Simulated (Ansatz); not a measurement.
BrH4Si2 (`[SiH3][SiH]Br`) radical from Hartree–Fock to CCSD(T)

```xyz
7

Si    0.150    0.578    0.824
Si   -0.021   -0.262   -1.347
Br   -1.831   -1.549   -1.521
H    -1.066    1.378    1.113
H     1.352    1.452    0.893
H     0.274   -0.515    1.826
H     1.143   -1.082   -1.788
```

The species carries charge 0 and has multiplicity 2. Correlated methods include outer-core shells of Br, which these sets cover unevenly. Scalar relativity is left out up to krypton. Geometry: relaxed with PBE0-D4/def2-TZVP. Frozen core, unrestricted reference, Ansatz 0.2.0.

| basis | HF (Eh) | MP2 corr. |
| --- | --- | --- |
| def2-SVP | -3152.11641 | -0.41190 |
| def2-TZVPP | -3152.63983 | -0.50233 |
| def2-QZVPP | -3152.70699 | -0.83814 |

(1) Estimate the CCSD correlation energy and the (T) correction in each basis where they were run (hartree).

Results:

(1) 
```tsv
basis	CCSD corr.	(T)
def2-SVP	-0.45242	-0.01109
def2-TZVPP	-0.54634	-0.01946
```
